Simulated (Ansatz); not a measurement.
Two isomers of C2H8S2Si: A = `[SiH3]CSCS`, B = `C[SiH](S)CS`.

Calculated with Ansatz (gas phase, PBE0-D4/def2-TZVP geometries, no zero-point term in ΔE). CCSD(T)/CBS is the MP2 limit (def2-TZVPP, def2-QZVPP) plus CCSD(T) − MP2 in def2-TZVPP, frozen cores. Functionals use def2-TZVPP. B3LYP here is the variant with VWN-RPA as its local correlation; programs differ in this. Each species was taken in one conformer, which may not be the lowest.

Problem. Which is lower in electronic energy at CCSD(T)/CBS, and by how much? (An estimate is asked.)

Solution. The calculation gave: B, by 168.7 kJ/mol.

Problem. Give E(B) − E(A) in kJ/mol with PBE-D4, B2PLYP, B3LYP, ωB97M-V, r2SCAN-D4, CCSD(T)/def2-TZVPP, HF/def2-TZVPP. (Estimate.)

Solution. The calculation gave: PBE-D4 -164.9, B2PLYP -167.4, B3LYP -165.3, ωB97M-V -170.8, r2SCAN-D4 -174.5, CCSD(T)/def2-TZVPP -168.5, HF/def2-TZVPP -168.9. None reverses the order clearly.

Largest T1 diagnostic: 0.011.

From PBE to PBE0 (25 % exact exchange), in def2-TZVPP and without D4, E(B) − E(A) moves by −5.2 kJ/mol.
